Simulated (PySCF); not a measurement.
**Electron correlation in Sn⁴⁸⁺ (tin, charge +48)**

1s2, closed-shell 1S. Calculation: PySCF 2.14, in an uncontracted even-tempered set (15 s from 98 bohr⁻², ratio 2.2; 7 p from 150 bohr⁻², ratio 2.4; 4 d from 440 bohr⁻², ratio 2.4; 3 f from 670 bohr⁻², ratio 2.4; 3 g from 1000 bohr⁻², ratio 2.4); the non-relativistic Hamiltonian (point nucleus). Frozen: nothing; 2 electrons correlated; the 11 highest virtual orbitals of each spin left out.

With two correlated electrons CCSD is exact within the correlated space (frozen core and kept virtual orbitals).

| level | correlation energy (mhartree) |
| --- | --- |
| CCSD | -45.78 |

Diagnostics: T1 = 8.7e-07, D1 = 0.0000, largest double amplitude 0.001.

A non-relativistic calculation at this Z misses sizeable relativistic shifts.

Cost of the coupled-cluster step: of the order of 2.5 core-seconds, for 2 correlated electrons.

Iterations:

```
CC2 = 0
CCSD nocc = 1, nmo = 93
frozen orbitals [93, 94, 95, 96, 97, 98, 99, 100, 101, 102, 103]
max_cycle = 100
direct = 0
conv_tol = 1e-08
conv_tol_normt = 1e-06
diis_space = 8
diis_start_cycle = 0
Init t2, MP2 energy = -2468.90548235523  E_corr(MP2) -0.0455385513333124
Init E_corr(CCSD) = -0.0455385513333124
cycle = 1  E_corr(CCSD) = -0.0457744401730293  dE = -0.00023588884  norm(t1,t2) = 2.13074e-05
cycle = 2  E_corr(CCSD) = -0.0457769488663773  dE = -2.50869335e-06  norm(t1,t2) = 2.47699e-07
cycle = 3  E_corr(CCSD) = -0.0457769754136577  dE = -2.65472804e-08  norm(t1,t2) = 3.13854e-09
cycle = 4  E_corr(CCSD) = -0.0457769752992783  dE = 1.14379367e-10  norm(t1,t2) = 9.83502e-12
CCSD converged
E(CCSD) = -2468.905720779196  E_corr = -0.04577697529927831
```

At this charge a non-relativistic calculation is a model, useful for the Z dependence of the correlation energy.
